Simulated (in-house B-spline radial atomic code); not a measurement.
Values are calculated unless marked as measured or tabulated.
## Correlation energy from the adiabatic connection: ω²r²/2 − Z/r, ω = 0.0422, Z = 2

Two electrons in a singlet, external potential ω²r²/2 − Z/r, ω = 0.0422, Z = 2 (atomic units). Full CI in B-splines (partial waves to l = 8, correlation up to 0.6 % small) with the density held fixed gives W(λ) = <V_ee>_λ − U, and E_c is the integral of W(λ) − W(0) from 0 to 1.

| λ | W(λ) − W(0) (hartree) |
| --- | --- |
| 0 | 0.00000 |
| 0.02 | -0.00192 |
| 0.05 | -0.00477 |
| 0.12 | -0.01128 |
| 0.25 | -0.02284 |
| 0.4 | -0.03540 |
| 0.6 | -0.05096 |
| 0.8 | -0.06532 |
| 1 | -0.07860 |

Task: Integrate the table by the trapezoid rule.

Result: The strips give -0.00002, -0.00010, -0.00056, -0.00222, -0.00437, -0.00864, -0.01163, -0.01439, which sum to -0.04192 hartree. The direct value, W(1) − W(0) + T_c with T_c = 0.03660, is -0.04200; the curve is convex, so chords lie above it and the trapezoids fall short in size by 0.18 %.

Task: Now use only three numbers: W(0) = -1.0257, the initial slope W'(0) = -0.09651 (extrapolated from the first points) and the strong-coupling limit of the point-charge-plus-continuum model, W∞ = -1.4634. What do second-order theory and the interpolation W(λ) = W∞ + (W(0) − W∞)/√(1 + 2χλ) of Seidl, Perdew and Levy give?

Result: Second order keeps the slope alone: E_c = W'(0)/2 = -0.04825, +15 % in size against -0.04200. Matching the slope fixes χ = W'(0)/(W∞ − W(0)) = -0.09651/(-0.43770) = 0.22049. Integrating, with s = √(1 + 2χ) = 1.200411, E_c = −(W(0) − W∞)(s − 1)/(s + 1) = −0.43770 × 0.200411/2.200411 = -0.03987 hartree, -5.1 % in size against the full result. At λ = 1 the formula gives W − W(0) = -0.07307 against -0.07860. Part of the miss can come from the model's W∞.
